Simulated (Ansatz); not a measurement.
**Abstraction of H: SiH3(GeH3) + GeHF2 → GeH3(SiH2) + GeH2F2**

Species: SiH3(GeH3), singlet; GeHF2 `[F][GeH][F]`, doublet; GeH3(SiH2), doublet; GeH2F2 (difluorogermane) `[F][GeH2][F]`, singlet. A radical takes H: the energy is the difference in strength between the Si–H bond broken and the Ge–H bond made.

Shapes, held fixed at every level: PBE0-D4/def2-TZVP. Programs: Ansatz 0.2.0. The zero-point and thermal change to 298 K, harmonic and unscaled (PBE0-D4/def2-TZVP), is +0.2 kJ/mol.

Q: Estimate ΔH(298 K) of this reaction.

A: The highest level, CCSD(T)/def2-TZVPP, gives ΔH(298 K) = +7.4 kJ/mol; the levels span +1.4 to +25.8. The column of differences is taken from that level and isn't an error. No measured value is set beside it here. Open shells run unrestricted. Relativity is left out for Ge. Outer-core shells of Ge are correlated, in sets that cover them unevenly. Times are processor times on shared x86 and Arm servers, and rough.

```
               level                    kind  ΔH(298 K) (kJ/mol)  less CCSD(T)/def2-TZVPP  CPU time (sum over the molecules)
      MP2/def2-TZVPP     perturbation theory                +8.2                     +0.8                                  –
   PBE-D4/def2-TZVPP                     GGA               +22.7                    +15.3                               16 s
r2SCAN-D4/def2-TZVPP                meta-GGA               +15.4                     +8.0                               35 s
 BHLYP-D4/def2-TZVPP           global hybrid               +15.9                     +8.5                               19 s
  PBE0-D4/def2-TZVPP           global hybrid               +14.9                     +7.5                               19 s
  wB97M-V/def2-TZVPP  range-separated hybrid               +25.8                    +18.4                               73 s
       CCSD/def2-SVP   coupled cluster or CI                +1.4                     -6.0                                  –
  CCSD(T)/def2-TZVPP   coupled cluster or CI                +7.4                      0.0                            6.4 min
```
